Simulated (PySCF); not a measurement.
PySCF input file for Nb(F)5 cation (F₅Nb), SMILES [F][Nb]([F])([F])([F])[F] (connectivity only; charge and spin as stated), charge +1, multiplicity 2, TDA-LC-ωPBE/def2-SVPD. Coordinates come from a r2SCAN-D4/def2-SVP optimisation. The geometry has at least one imaginary mode, so it is a saddle point at that level. The multiplicity is an assumed one; no other spin state was optimised. The isomer is the one that the SMILES or the coordinates give; other isomers of the formula were not compared. The def2 effective core potentials stand for the cores of Nb; spin–orbit coupling is left out.

```python
import numpy as np
from pyscf import gto, scf, dft, tdscf

mol = gto.M(
    atom='''
    Nb   -0.00000000   -0.00000000   -0.14303462
    F     1.46203468    0.00000001   -1.17969856
    F    -1.46203467    0.00000001   -1.17969857
    F    -0.00000000   -0.00000001    1.93315317
    F     0.00000000    1.72232013    0.53892308
    F    -0.00000000   -1.72232013    0.53892305
    ''',
    basis='def2-SVPD',
    ecp={'Nb': 'def2-svp'},
    charge=1,
    spin=1,
    max_memory=1600,
    verbose=4,
)
mf = dft.UKS(mol, xc='lc_wpbe').density_fit(auxbasis='def2-universal-jkfit')
mf.grids.level = 3
mf.conv_tol = 1e-9
mf.max_cycle = 100
mf.kernel()
fine, coarse = mf.grids, dft.Grids(mol).set(level=1).build(with_non0tab=True)
for _ in range(3):  # follow internal instabilities
    mf.grids = coarse
    mo, _, stable, _ = mf.stability(return_status=True, nroots=4)
    mf.grids = fine
    if stable:
        break
    mf.kernel(mf.make_rdm1(mo, mf.mo_occ))
mf.grids = dft.Grids(mol).set(level=1).build(with_non0tab=True)  # coarser grid for the response kernel
td = tdscf.TDA(mf)
td.nstates = 10
td.conv_tol = 1e-4
td.positive_eig_threshold = 1e-6
td.kernel(x0=td.get_init_guess(mf, 15))
td.analyze(verbose=3)
```

Log of the run:

```
PySCF version 2.14.0

[INPUT] verbose = 4
[INPUT] num. atoms = 6
[INPUT] num. electrons = 57
[INPUT] charge = 1
[INPUT] spin (= nelec alpha-beta = 2S) = 1
[INPUT] symmetry False subgroup None
[INPUT] Mole.unit = angstrom
[INPUT] Symbol           X                Y                Z      unit          X                Y                Z       unit  Magmom
[INPUT]  1 Nb     0.000000000000   0.000000000000  -0.143034620000 AA    0.000000000000   0.000000000000  -0.270296258131 Bohr   0.0
[INPUT]  2 F      1.462034680000   0.000000010000  -1.179698560000 AA    2.762845129816   0.000000018897  -2.229307187944 Bohr   0.0
[INPUT]  3 F     -1.462034670000   0.000000010000  -1.179698570000 AA   -2.762845110919   0.000000018897  -2.229307206841 Bohr   0.0
[INPUT]  4 F      0.000000000000  -0.000000010000   1.933153170000 AA    0.000000000000  -0.000000018897   3.653130048135 Bohr   0.0
[INPUT]  5 F      0.000000000000   1.722320130000   0.538923080000 AA    0.000000000000   3.254713344525   1.018417023407 Bohr   0.0
[INPUT]  6 F      0.000000000000  -1.722320130000   0.538923050000 AA    0.000000000000  -3.254713344525   1.018416966715 Bohr   0.0

nuclear repulsion = 316.874339852511
number of shells = 57
number of NR pGTOs = 225
number of NR cGTOs = 149
basis = def2-SVPD
ecp = {'Nb': 'def2-svp'}


[settings echo left out]
init E= -548.240012139602
  alpha nocc = 29  HOMO = -0.744753428566739  LUMO = -0.517436739910398
  beta  nocc = 28  HOMO = -0.788095711930654  LUMO = -0.744753428566732

WARN: HOMO -0.744753428566739 >= LUMO -0.744753428566732

cycle= 1 E= -555.319852742155  delta_E= -7.08  |g|= 0.422  |ddm|= 3.08
  alpha nocc = 29  HOMO = -0.761302960071752  LUMO = -0.228660248589067
  beta  nocc = 28  HOMO = -0.745561977794482  LUMO = -0.526680582767977
  HOMO = -0.745561977794  LUMO = -0.526680582768  gap/eV = 5.95607
cycle= 2 E= -555.332992463083  delta_E= -0.0131  |g|= 0.391  |ddm|= 0.69
  alpha nocc = 29  HOMO = -0.824274077232627  LUMO = -0.270147790569714
  beta  nocc = 28  HOMO = -0.779295378368005  LUMO = -0.464603097066206
  HOMO = -0.779295378368  LUMO = -0.464603097066  gap/eV = 8.56321
cycle= 3 E= -555.380351109034  delta_E= -0.0474  |g|= 0.131  |ddm|= 0.276
  alpha nocc = 29  HOMO = -0.822637299624952  LUMO = -0.293544291104677
  beta  nocc = 28  HOMO = -0.781200683976845  LUMO = -0.477228397062763
  HOMO = -0.781200683977  LUMO = -0.477228397063  gap/eV = 8.27151
cycle= 4 E= -555.386668069525  delta_E= -0.00632  |g|= 0.0349  |ddm|= 0.116
  alpha nocc = 29  HOMO = -0.821731027152916  LUMO = -0.283605594598424
  beta  nocc = 28  HOMO = -0.786496252731236  LUMO = -0.476314402801506
  HOMO = -0.786496252731  LUMO = -0.476314402802  gap/eV = 8.44048
cycle= 5 E= -555.387761514551  delta_E= -0.00109  |g|= 0.0235  |ddm|= 0.049
  alpha nocc = 29  HOMO = -0.817724662930824  LUMO = -0.281834326666889
  beta  nocc = 28  HOMO = -0.784567038434485  LUMO = -0.467564056303853
  HOMO = -0.784567038434  LUMO = -0.467564056304  gap/eV = 8.62609
cycle= 6 E= -555.388439539023  delta_E= -0.000678  |g|= 0.0117  |ddm|= 0.0355
  alpha nocc = 29  HOMO = -0.816201019554209  LUMO = -0.281062658878091
  beta  nocc = 28  HOMO = -0.788239823551937  LUMO = -0.466277827692718
  HOMO = -0.788239823552  LUMO = -0.466277827693  gap/eV = 8.76103
cycle= 7 E= -555.388826177234  delta_E= -0.000387  |g|= 0.00307  |ddm|= 0.0424
  alpha nocc = 29  HOMO = -0.815514145114429  LUMO = -0.28081420658368
  beta  nocc = 28  HOMO = -0.789416985632428  LUMO = -0.466272563804758
  HOMO = -0.789416985632  LUMO = -0.466272563805  gap/eV = 8.79321
cycle= 8 E= -555.388866346175  delta_E= -4.02e-05  |g|= 0.00191  |ddm|= 0.0142
  alpha nocc = 29  HOMO = -0.815213203317107  LUMO = -0.280497909210514
  beta  nocc = 28  HOMO = -0.789438744461726  LUMO = -0.466345602325251
  HOMO = -0.789438744462  LUMO = -0.466345602325  gap/eV = 8.79181
cycle= 9 E= -555.388870790941  delta_E= -4.44e-06  |g|= 0.000946  |ddm|= 0.00383
  alpha nocc = 29  HOMO = -0.815094628151581  LUMO = -0.280464585580297
  beta  nocc = 28  HOMO = -0.789691398719725  LUMO = -0.466479884333779
  HOMO = -0.78969139872  LUMO = -0.466479884334  gap/eV = 8.79503
cycle= 10 E= -555.388872510198  delta_E= -1.72e-06  |g|= 0.000297  |ddm|= 0.00245
  alpha nocc = 29  HOMO = -0.815008298574136  LUMO = -0.280472619472576
  beta  nocc = 28  HOMO = -0.789713504880471  LUMO = -0.466449519038779
  HOMO = -0.78971350488  LUMO = -0.466449519039  gap/eV = 8.79646
cycle= 11 E= -555.388872897914  delta_E= -3.88e-07  |g|= 0.000109  |ddm|= 0.00123
  alpha nocc = 29  HOMO = -0.814979280472193  LUMO = -0.280453172904834
  beta  nocc = 28  HOMO = -0.789705005323354  LUMO = -0.46642563512771
  HOMO = -0.789705005323  LUMO = -0.466425635128  gap/eV = 8.79688
cycle= 12 E= -555.388872963268  delta_E= -6.54e-08  |g|= 4.45e-05  |ddm|= 0.000551
  alpha nocc = 29  HOMO = -0.814968511317739  LUMO = -0.280451543466218
  beta  nocc = 28  HOMO = -0.789703647086623  LUMO = -0.466431758387518
  HOMO = -0.789703647087  LUMO = -0.466431758388  gap/eV = 8.79668
cycle= 13 E= -555.388872973069  delta_E= -9.8e-09  |g|= 1.62e-05  |ddm|= 0.000244
  alpha nocc = 29  HOMO = -0.814968889574754  LUMO = -0.280451758782423
  beta  nocc = 28  HOMO = -0.789700716829093  LUMO = -0.466434614344479
  HOMO = -0.789700716829  LUMO = -0.466434614344  gap/eV = 8.79652
cycle= 14 E= -555.388872973856  delta_E= -7.88e-10  |g|= 6.11e-06  |ddm|= 5.95e-05
  alpha nocc = 29  HOMO = -0.814967770498098  LUMO = -0.280450755228612
  beta  nocc = 28  HOMO = -0.789699066658711  LUMO = -0.466434287917529
  HOMO = -0.789699066659  LUMO = -0.466434287918  gap/eV = 8.79648
Extra cycle  E= -555.388872973922  delta_E= -6.61e-11  |g|= 3.84e-06  |ddm|= 1.3e-05
converged SCF energy = -555.388872973922  <S^2> = 0.75290844  2S+1 = 2.0029063
tot grids = 34672
uhf_internal: lowest eigs of H = [0.05964978 0.08003918 0.22805333 0.23008638]
<class 'pyscf.df.df_jk.DFUKS'> wavefunction is stable in the internal stability analysis
tot grids = 34672
Overwritten attributes  positive_eig_threshold  of <class 'pyscf.tdscf.uks.TDA'>


******** <class 'pyscf.tdscf.uks.TDA'> for <class 'pyscf.df.df_jk.DFUKS'> ********
nstates = 10
deg_eia_thresh = 1.000e-03
wfnsym = None
conv_tol = 0.0001
eigh lindep = 1e-12
eigh level_shift = 0
eigh max_cycle = 100


Excitation energies (eV)
[1.14030965 1.47378296 3.24153078 3.24382742 3.49902982 3.51474258
 4.56662006 4.9167516  5.48110397 6.35179604]

** Excitation energies and oscillator strengths **
Excited State   1:      1.14031 eV   1087.29 nm  f=0.0000
Excited State   2:      1.47378 eV    841.26 nm  f=0.0040
Excited State   3:      3.24153 eV    382.49 nm  f=0.0071
Excited State   4:      3.24383 eV    382.22 nm  f=0.0000
Excited State   5:      3.49903 eV    354.34 nm  f=0.0226
Excited State   6:      3.51474 eV    352.75 nm  f=0.0002
Excited State   7:      4.56662 eV    271.50 nm  f=0.0520
Excited State   8:      4.91675 eV    252.17 nm  f=0.0004
Excited State   9:      5.48110 eV    226.20 nm  f=0.0000
Excited State  10:      6.35180 eV    195.20 nm  f=0.0066
```

The run converged.

Cost: around 6 core-minutes (rough).
